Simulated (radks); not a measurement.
Values are calculated unless marked as measured or tabulated.
Problem. Level of theory: non-relativistic Kohn-Sham, LDA (Slater exchange, Perdew-Wang correlation), spin-polarised, spherical densities, point nucleus; open shells are filled with parallel spins first (spin-orbit coupling, left out, can overturn this in heavy ions) (a radial shooting solver on a logarithmic mesh with Libxc functionals). Response by self-consistent Sternheimer equations with the Hartree and adiabatic LDA kernel. Rank Rb, N+, Ca, Si, P, In3+, Te2+, Br, Al (NIST ground configurations) by static dipole polarisability, largest first.

Solution. Rb 301.1, Ca 148.6, Al 65.71, Si 41.85, P 27.91, Br 22.19, Te2+ 15.56, N+ 3.890, In3+ 3.369 bohr^3.
